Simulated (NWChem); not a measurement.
# AlSiH$_{5}$O$_{3}$; SMILES [OH][Al]([OH])[O][SiH3]

```xyz
10

Al    -0.0173     0.9959     0.0006
O      1.6054     1.5168     0.0178
H      1.7865     2.4652     0.0177
O     -1.2626     2.1639    -0.0116
H     -2.1862     1.8841    -0.0234
O     -0.3678    -0.6640    -0.0029
Si    -0.0332    -2.2746     0.0016
H     -1.2197    -3.0288    -0.4875
H      0.2855    -2.7439     1.3785
H      1.1202    -2.5948    -0.8843
```
Atoms are numbered in this order, from 1.

Level: B3LYP/6-31G* (spherical d) (NWChem), optimised geometry, unscaled harmonic frequencies. 

```json
[
 {"frequency (cm⁻¹)": "9", "IR intensity (km/mol)": "0.1"},
 {"frequency (cm⁻¹)": "46", "IR intensity (km/mol)": "1.6"},
 {"frequency (cm⁻¹)": "64", "IR intensity (km/mol)": "1.0"},
 {"frequency (cm⁻¹)": "211", "IR intensity (km/mol)": "31.6"},
 {"frequency (cm⁻¹)": "249", "IR intensity (km/mol)": "18.2"},
 {"frequency (cm⁻¹)": "280", "IR intensity (km/mol)": "0.2"},
 {"frequency (cm⁻¹)": "321", "IR intensity (km/mol)": "310.2"},
 {"frequency (cm⁻¹)": "353", "IR intensity (km/mol)": "16.7"},
 {"frequency (cm⁻¹)": "516", "IR intensity (km/mol)": "21.3"},
 {"frequency (cm⁻¹)": "685", "IR intensity (km/mol)": "127.4"},
 {"frequency (cm⁻¹)": "700", "IR intensity (km/mol)": "216.5"},
 {"frequency (cm⁻¹)": "742", "IR intensity (km/mol)": "63.9"},
 {"frequency (cm⁻¹)": "743", "IR intensity (km/mol)": "64.4"},
 {"frequency (cm⁻¹)": "829", "IR intensity (km/mol)": "96.0"},
 {"frequency (cm⁻¹)": "940", "IR intensity (km/mol)": "94.2"},
 {"frequency (cm⁻¹)": "965", "IR intensity (km/mol)": "100.9"},
 {"frequency (cm⁻¹)": "966", "IR intensity (km/mol)": "106.5"},
 {"frequency (cm⁻¹)": "1025", "IR intensity (km/mol)": "429.2"},
 {"frequency (cm⁻¹)": "1125", "IR intensity (km/mol)": "442.9"},
 {"frequency (cm⁻¹)": "2242", "IR intensity (km/mol)": "193.4"},
 {"frequency (cm⁻¹)": "2242", "IR intensity (km/mol)": "192.8"},
 {"frequency (cm⁻¹)": "2246", "IR intensity (km/mol)": "140.4"},
 {"frequency (cm⁻¹)": "3833", "IR intensity (km/mol)": "66.7"},
 {"frequency (cm⁻¹)": "3838", "IR intensity (km/mol)": "56.0"}
]
```

* **zero-point energy**: 36.0 kcal/mol
* **thermal correction to the enthalpy at 298.15 K (with zero-point energy)**: 41.9 kcal/mol
* **heat capacity Cv**: 27.3 cal/(mol K)
* **entropy at 298.15 K and 1 atm (symmetry number 1)**: 95.3 cal/(mol K)
* **dipole moment**: 1.23 D

Rigid rotor and harmonic oscillator; modes under 100 cm⁻¹ make the entropy uncertain.
